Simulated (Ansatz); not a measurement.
A short molecular-dynamics run on InH2(OMe) (CH5InO).

```yaml
crystal:
  periodic: [false, false, false]
  atoms:
    - {symbol: In, position_ang: [0.615988, 1.448616, 0.718924]}
    - {symbol: H, position_ang: [2.156921, 0.693762, 0.807162]}
    - {symbol: H, position_ang: [-0.054918, 2.960305, 1.142604]}
    - {symbol: O, position_ang: [-0.768577, 0.252271, -0.092473]}
    - {symbol: C, position_ang: [-0.528011, -1.059514, -0.545080]}
    - {symbol: H, position_ang: [-0.768883, -1.141151, -1.611673]}
    - {symbol: H, position_ang: [-1.166309, -1.768624, -0.004660]}
    - {symbol: H, position_ang: [0.513810, -1.385685, -0.414803]}
basis:
  gaussian: {orbitals: def2-SVP}
hamiltonian: {xc: {name: PBE}, dispersion: d3bj}
md: {timestep: 0.5 fs, n_steps: 15, ensemble: nvt_langevin, temperature: 1500, initial_velocities: maxwell_boltzmann, friction: 0.01, seed: 125}
scf: {omitted_lower_state_checks: [starts]}
```

```sh
$ ansatz run in.yaml --threads 4 --pin off --events-out ev --progress --plain --max-ram 3916MiB
```

| step | time (fs) | potential energy (eV) | kinetic (eV) | T (K) |
| --- | --- | --- | --- | --- |
| 0 | 0.0 | -8332.3373 | 1.3572 | 1312 |
| 1 | 0.5 | -8332.3265 | 1.3557 | 1311 |
| 2 | 1.0 | -8332.2804 | 1.2837 | 1241 |
| 3 | 1.5 | -8332.2087 | 1.2432 | 1202 |
| 4 | 2.0 | -8332.1180 | 1.0415 | 1007 |
| 5 | 2.5 | -8332.0220 | 0.9408 | 910 |
| 6 | 3.0 | -8331.9298 | 0.8402 | 813 |
| 7 | 3.5 | -8331.8474 | 0.7502 | 725 |
| 8 | 4.0 | -8331.7844 | 0.7769 | 751 |
| 9 | 4.5 | -8331.7422 | 0.6559 | 634 |
| 10 | 5.0 | -8331.7195 | 0.6055 | 586 |
| 11 | 5.5 | -8331.7152 | 0.5143 | 497 |
| 12 | 6.0 | -8331.7336 | 0.5423 | 524 |
| 13 | 6.5 | -8331.7725 | 0.5568 | 538 |
| 14 | 7.0 | -8331.8194 | 0.6810 | 659 |
| 15 | 7.5 | -8331.8623 | 0.6922 | 669 |

Velocities are drawn at the set temperature; a run this short doesn't reach equilibrium. Under Langevin dynamics the printed temperature counts 3N degrees of freedom, so it starts below the set value.

In the def2 sets In takes a core potential; there is no spin–orbit coupling.

Frames (Å, forces in eV/Å):

```xyz
8
time=0.0 fs
In    0.616    1.449    0.719    0.253    0.202    0.142
H     2.157    0.694    0.807    0.197   -0.096    0.011
H    -0.055    2.960    1.143   -0.094    0.159    0.039
O    -0.769    0.252   -0.092   -0.400   -0.221   -0.186
C    -0.528   -1.060   -0.545   -0.033    0.758    0.288
H    -0.769   -1.141   -1.612   -0.138   -0.109   -0.597
H    -1.166   -1.769   -0.005   -0.350   -0.443    0.260
H     0.514   -1.386   -0.415    0.565   -0.251    0.042
8
time=0.5 fs
In    0.616    1.449    0.718    0.303   -0.005    0.105
H     2.164    0.707    0.835    0.153   -0.101   -0.016
H    -0.055    2.941    1.143   -0.186    0.363    0.084
O    -0.772    0.247   -0.092   -0.268    0.217   -0.053
C    -0.523   -1.054   -0.540    0.786    0.431    0.416
H    -0.770   -1.130   -1.602   -0.189   -0.228   -0.686
H    -1.157   -1.744    0.026   -0.293   -0.635    0.176
H     0.553   -1.379   -0.422   -0.307   -0.042   -0.027
8
time=1.0 fs
In    0.615    1.449    0.716    0.378   -0.238    0.060
H     2.172    0.719    0.862    0.091   -0.098   -0.046
H    -0.054    2.923    1.142   -0.288    0.582    0.136
O    -0.775    0.242   -0.091   -0.137    0.677    0.092
C    -0.518   -1.049   -0.534    1.313    0.102    0.388
H    -0.772   -1.120   -1.596   -0.194   -0.342   -0.630
H    -1.150   -1.722    0.057   -0.189   -0.775    0.054
H     0.589   -1.370   -0.429   -0.976    0.092   -0.055
8
time=1.5 fs
In    0.615    1.449    0.715    0.477   -0.467    0.021
H     2.184    0.731    0.887    0.000   -0.080   -0.077
H    -0.055    2.906    1.138   -0.382    0.787    0.187
O    -0.779    0.236   -0.090   -0.014    1.156    0.241
C    -0.512   -1.044   -0.527    1.584   -0.275    0.329
H    -0.775   -1.110   -1.592   -0.174   -0.452   -0.507
H    -1.144   -1.703    0.089   -0.009   -0.836   -0.138
H     0.624   -1.361   -0.436   -1.482    0.168   -0.055
8
time=2.0 fs
In    0.615    1.449    0.714    0.560   -0.653   -0.005
H     2.193    0.743    0.911   -0.077   -0.068   -0.108
H    -0.058    2.892    1.136   -0.464    0.958    0.228
O    -0.782    0.231   -0.089    0.093    1.606    0.378
C    -0.506   -1.039   -0.521    1.684   -0.710    0.367
H    -0.775   -1.100   -1.588   -0.160   -0.557   -0.410
H    -1.141   -1.689    0.121    0.242   -0.799   -0.413
H     0.655   -1.352   -0.443   -1.877    0.224   -0.037
8
time=2.5 fs
In    0.616    1.449    0.713    0.614   -0.804   -0.023
H     2.201    0.755    0.935   -0.133   -0.063   -0.138
H    -0.062    2.878    1.137   -0.535    1.100    0.262
O    -0.785    0.226   -0.088    0.181    2.024    0.507
C    -0.499   -1.034   -0.516    1.652   -1.146    0.447
H    -0.775   -1.092   -1.583   -0.152   -0.652   -0.329
H    -1.138   -1.680    0.152    0.508   -0.706   -0.720
H     0.682   -1.342   -0.449   -2.136    0.247   -0.006
8
time=3.0 fs
In    0.616    1.449    0.712    0.663   -0.933   -0.034
H     2.210    0.769    0.958   -0.191   -0.057   -0.169
H    -0.068    2.866    1.139   -0.597    1.222    0.292
O    -0.788    0.221   -0.087    0.253    2.440    0.639
C    -0.493   -1.030   -0.510    1.514   -1.529    0.486
H    -0.777   -1.085   -1.580   -0.129   -0.745   -0.228
H    -1.135   -1.672    0.182    0.748   -0.624   -1.009
H     0.700   -1.329   -0.454   -2.261    0.227    0.023
8
time=3.5 fs
In    0.617    1.450    0.711    0.708   -1.023   -0.032
H     2.219    0.785    0.983   -0.247   -0.054   -0.200
H    -0.073    2.857    1.140   -0.646    1.313    0.313
O    -0.790    0.217   -0.086    0.299    2.837    0.763
C    -0.487   -1.026   -0.505    1.363   -1.835    0.491
H    -0.778   -1.077   -1.576   -0.105   -0.835   -0.139
H    -1.130   -1.664    0.209    0.922   -0.587   -1.243
H     0.711   -1.315   -0.457   -2.294    0.183    0.047
8
time=4.0 fs
In    0.617    1.450    0.710    0.726   -1.034   -0.003
H     2.228    0.804    1.008   -0.299   -0.051   -0.231
H    -0.081    2.851    1.142   -0.661    1.334    0.313
O    -0.792    0.214   -0.084    0.319    3.225    0.883
C    -0.480   -1.022   -0.499    1.250   -2.093    0.342
H    -0.778   -1.070   -1.574   -0.071   -0.909    0.013
H    -1.120   -1.656    0.232    1.000   -0.611   -1.390
H     0.718   -1.302   -0.460   -2.263    0.140    0.073
8
time=4.5 fs
In    0.617    1.450    0.709    0.708   -0.975    0.045
H     2.237    0.822    1.033   -0.352   -0.047   -0.261
H    -0.092    2.850    1.144   -0.638    1.280    0.291
O    -0.793    0.210   -0.083    0.329    3.596    0.996
C    -0.474   -1.018   -0.493    1.136   -2.312    0.081
H    -0.778   -1.066   -1.575   -0.027   -0.967    0.221
H    -1.107   -1.648    0.252    1.015   -0.672   -1.477
H     0.720   -1.289   -0.464   -2.171    0.098    0.104
8
time=5.0 fs
In    0.618    1.450    0.708    0.669   -0.886    0.099
H     2.246    0.840    1.055   -0.398   -0.043   -0.286
H    -0.103    2.853    1.143   -0.596    1.193    0.259
O    -0.795    0.207   -0.082    0.337    3.902    1.088
C    -0.468   -1.016   -0.488    1.003   -2.476   -0.135
H    -0.776   -1.064   -1.574   -0.009   -1.014    0.366
H    -1.091   -1.642    0.269    1.005   -0.733   -1.534
H     0.718   -1.279   -0.469   -2.010    0.057    0.143
8
time=5.5 fs
In    0.618    1.451    0.707    0.609   -0.781    0.153
H     2.251    0.858    1.076   -0.425   -0.044   -0.306
H    -0.115    2.856    1.140   -0.546    1.095    0.223
O    -0.796    0.205   -0.080    0.349    4.118    1.164
C    -0.462   -1.014   -0.483    0.838   -2.587   -0.298
H    -0.774   -1.062   -1.572   -0.009   -1.054    0.444
H    -1.075   -1.640    0.282    0.977   -0.771   -1.565
H     0.713   -1.271   -0.474   -1.795    0.025    0.185
8
time=6.0 fs
In    0.619    1.451    0.707    0.521   -0.639    0.211
H     2.255    0.876    1.093   -0.432   -0.051   -0.320
H    -0.129    2.862    1.138   -0.478    0.967    0.179
O    -0.798    0.203   -0.077    0.359    4.236    1.210
C    -0.456   -1.012   -0.478    0.592   -2.655   -0.407
H    -0.773   -1.062   -1.568   -0.017   -1.075    0.488
H    -1.057   -1.643    0.293    0.943   -0.772   -1.582
H     0.703   -1.264   -0.479   -1.488   -0.012    0.220
8
time=6.5 fs
In    0.619    1.452    0.706    0.413   -0.466    0.276
H     2.257    0.892    1.108   -0.425   -0.058   -0.328
H    -0.143    2.869    1.139   -0.393    0.813    0.129
O    -0.800    0.203   -0.075    0.365    4.246    1.219
C    -0.450   -1.011   -0.474    0.247   -2.645   -0.466
H    -0.772   -1.066   -1.562   -0.031   -1.075    0.502
H    -1.036   -1.648    0.301    0.882   -0.754   -1.573
H     0.689   -1.257   -0.483   -1.057   -0.061    0.241
8
time=7.0 fs
In    0.619    1.453    0.705    0.290   -0.274    0.349
H     2.257    0.907    1.124   -0.413   -0.064   -0.336
H    -0.158    2.878    1.142   -0.294    0.638    0.073
O    -0.802    0.203   -0.072    0.370    4.169    1.210
C    -0.443   -1.011   -0.470   -0.231   -2.538   -0.534
H    -0.772   -1.071   -1.557   -0.039   -1.069    0.520
H    -1.011   -1.656    0.306    0.777   -0.730   -1.521
H     0.671   -1.249   -0.484   -0.461   -0.131    0.239
8
time=7.5 fs
In    0.619    1.453    0.705    0.173   -0.070    0.431
H     2.259    0.920    1.138   -0.411   -0.064   -0.345
H    -0.172    2.891    1.148   -0.182    0.445    0.010
O    -0.804    0.204   -0.069    0.358    4.029    1.193
C    -0.436   -1.012   -0.465   -0.822   -2.362   -0.662
H    -0.769   -1.078   -1.551   -0.045   -1.044    0.554
H    -0.984   -1.669    0.306    0.630   -0.706   -1.407
H     0.651   -1.242   -0.482    0.299   -0.227    0.225
```

Hardware: 4 threads of Arm Neoverse V1 on a shared host. Wall time 10 s.
